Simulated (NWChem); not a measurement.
System: C₄H₁₂O₂Si; SMILES CO[Si](C)(C)OC

Here is an NWChem input.

```
start job
memory heap 200 mb stack 900 mb global 1100 mb
geometry units angstroms noautosym nocenter noautoz
  C     -1.161869     2.247364     0.080304
  O     -0.991877     0.877117     0.387124
  Si     0.373645    -0.024857     0.055606
  C      1.822710     0.481363     1.131437
  C      0.786934     0.094205    -1.779377
  O      0.007962    -1.581389     0.492028
  C     -1.114928    -2.306161     0.016001
  H     -2.171129     2.544711     0.383182
  H     -1.055134     2.444765    -0.996147
  H     -0.443075     2.879274     0.621975
  H      2.117066     1.523552     0.957625
  H      2.697246    -0.148377     0.930710
  H      1.568079     0.374135     2.191497
  H     -0.045597    -0.248618    -2.405244
  H      1.660714    -0.523262    -2.019451
  H      1.020621     1.122986    -2.080404
  H     -1.098996    -3.297975     0.478829
  H     -2.054376    -1.806973     0.282877
  H     -1.082332    -2.434679    -1.075345
end
basis spherical
  C library pcsseg-1
  O library pcsseg-1
  Si library pcsseg-1
  H library pcsseg-1
end
dft
  xc kt2
  iterations 150
  semidirect filesize 400000000
end
property
  shielding
end
task dft property
```

Structure relaxed at the B3LYP/6-31G* (spherical d) level.

GIAO values for the isolated, static molecule; σ is the absolute isotropic shielding, δ = σ(reference) − σ with the isolated reference molecule computed at the same levels (13C: tetramethylsilane, 1H: tetramethylsilane, 17O: water).

Atoms are numbered as in the input.

Task: Predict the main results of this run. (KT2/pcSseg-1, GIAO.) Quantities: δ O2 (ppm); δ C5 (ppm); δ O6 (ppm); δ C7 (ppm); δ H11 (rotor mean) (ppm); δ H14 (rotor mean) (ppm); δ H17 (rotor mean) (ppm).

Result: 
```
Item                      Value
------------------------  -----
δ O2 (ppm)                 36.4
δ C5 (ppm)                 -6.6
δ O6 (ppm)                 40.5
δ C7 (ppm)                 53.1
δ H11 (rotor mean) (ppm)  -0.04
δ H14 (rotor mean) (ppm)  -0.03
δ H17 (rotor mean) (ppm)   3.70
```
